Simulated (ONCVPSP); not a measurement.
**Which change was made? (Cu, ONCV)**

* Element: copper
* Generator: ONCVPSP 4.0.1
* Type: optimised norm-conserving Vanderbilt (ONCV)
* Functional: PBE
* Relativity: scalar-relativistic
* Frozen core: [Ne]
* Valence charge: 19
* Reference configuration: 3s2 3p6 3d8 (charge +3)
* Partial waves: 3s: rc 1.15 bohr, ncon 5, nbas 8, qcut 12.9 1/bohr, 2 projectors, debl 2.7 Ha; 3p: rc 1.15 bohr, ncon 4, nbas 9, qcut 12.1 1/bohr, 2 projectors, debl 3.2 Ha; 3d: rc 1.45 bohr, ncon 3, nbas 7, qcut 10.5 1/bohr, 2 projectors, debl 2.3 Ha
* Local potential: polynomial inside 1.00 bohr (lpopt 5, dvloc0 2 Ha)
* Core correction: none

In the s channel the program set the typed energies aside and used -5.905, 0.250 Ha. In the p channel the program set the typed energies aside and used -4.329, 0.250 Ha.

Cutoffs, loose and tight: the cutoffs (Ha) at which the residual kinetic energy of the hardest occupied pseudo-wave falls to 1 and 0.1 mHa per electron. They do not see the model core or the augmentation charge, which bear on the density cutoff. Test errors are all-electron minus pseudo excitation energies from the reference, over the configurations 3s2 3p6 3d10 4s1; 3s2 3p6 3d10; 3s2 3p6 3d9; 3s1 3p6 3d10 4s1; variants that change the core or the reference have their own tests.

The base gives: outcome: generated, projector energies reset by the program; cutoff, loose: 59 Ha; cutoff, tight: 69 Ha; bound ghosts: none; GHOST(+) flags above zero: none; largest test error (meV): +221.

Task: After one change the result is: outcome: generated, projector energies reset by the program; cutoff, loose: 69 Ha; cutoff, tight: 92 Ha; bound ghosts: none; GHOST(+) flags above zero: none; largest test error (meV): +125. Which change was it?
A. all radii scaled by about 0.94 (s 1.08, p 1.08, d 1.36 bohr); local potential polynomial inside 0.94 bohr (lpopt 5, dvloc0 2 Ha)
B. all radii scaled by about 1.25 (s 1.44, p 1.44, d 1.80 bohr); local potential polynomial inside 1.24 bohr (lpopt 5, dvloc0 2 Ha)
C. all radii scaled by about 0.85 (s 0.98, p 0.98, d 1.24 bohr); local potential polynomial inside 0.84 bohr (lpopt 5, dvloc0 2 Ha)
D. all radii scaled by about 1.13 (s 1.30, p 1.30, d 1.64 bohr); local potential polynomial inside 1.12 bohr (lpopt 5, dvloc0 2 Ha)

Result: C. The others give: all radii scaled by about 0.94 (s 1.08, p 1.08, d 1.36 bohr); local potential polynomial inside 0.94 bohr (lpopt 5, dvloc0 2 Ha) → outcome: generated, projector energies reset by the program; cutoff, loose: 63 Ha; cutoff, tight: 73 Ha; bound ghosts: none; GHOST(+) flags above zero: none; largest test error (meV): +174 | all radii scaled by about 1.25 (s 1.44, p 1.44, d 1.80 bohr); local potential polynomial inside 1.24 bohr (lpopt 5, dvloc0 2 Ha) → outcome: generated, projector energies reset by the program; cutoff, loose: 45 Ha; cutoff, tight: 55 Ha; bound ghosts: none; GHOST(+) flags above zero: none; largest test error (meV): +471 | all radii scaled by about 1.13 (s 1.30, p 1.30, d 1.64 bohr); local potential polynomial inside 1.12 bohr (lpopt 5, dvloc0 2 Ha) → outcome: generated, projector energies reset by the program; cutoff, loose: 51 Ha; cutoff, tight: 61 Ha; bound ghosts: none; GHOST(+) flags above zero: none; largest test error (meV): +335.
